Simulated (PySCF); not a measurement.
## Tb²⁺ (terbium, charge +2) across methods

[Xe] 4f9, one real determinant. Calculation: PySCF 2.14, in ANO-RCC-VTZP (8s7p5d3f2g1h, 104 functions); scalar relativity by spin-free X2C-1e.

```csv
method,E (hartree),mean ε 5p β (eV),mean ε 4f α (eV),mean ε 4f β (eV),Σ⟨r²⟩ (bohr²),⟨S²⟩
UHF,-11703.11480,-43.151,-28.683,-22.948,38.29,8.760
r2SCAN,-11707.49,-38.303,-18.334,-14.926,38.69,8.757
PBE0,-11707.13,-39.460,-21.036,-17.269,38.65,8.755
LDA,-11698.87,-38.115,-18.615,-15.132,38.92,8.755
PBE,-11707.26,-37.799,-18.310,-15.112,38.91,8.754
```

⟨L²⟩ = 24.03 against 30 for a pure H term, so this real determinant mixes terms. Spin-orbit coupling, absent here, splits the open shell strongly.
